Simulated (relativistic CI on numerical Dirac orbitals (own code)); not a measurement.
## The 4d ions of charge 5+

Calculated at this level of theory: Dirac-Coulomb-Breit CI, separate exchange-only KLI orbitals for each configuration, a model potential for QED, valence Slater integrals scaled by 0.85 (own radial code, finite nucleus).

Each species is treated in one configuration, given outside its closed core, with all valence electrons in the open shell. Radial values are for the open shell of highest l, unscaled and averaged over j; ζ includes the Breit term. Labels give the leading LS character, summed over repeated terms.

```csv
Ion,Configuration,Its lowest level,LS weight (%),g_J,g√(J(J+1)),Next level,E (cm⁻¹),ζ (cm⁻¹)
Mo5+,4d,2D_3/2,100,0.799,1.55,2D_5/2,2452.5,977.6
Tc5+,4d2,3F_2,98,0.672,1.65,3F_3,2039.1,1180
Ru5+,4d3,4F_3/2,98,0.406,0.79,4F_5/2,1407.8,1406
Rh5+,4d4,5D_0,96,,0.00,5D_1,679.91,1660
Pd5+,4d5,6S_5/2,98,1.994,5.90,4G_5/2,27283,1942
Ag5+,4d6,5D_4,97,1.492,6.67,5D_3,2610.8,2254
Cd5+,4d7,4F_9/2,95,1.323,6.58,4F_7/2,4507.9,2598
```
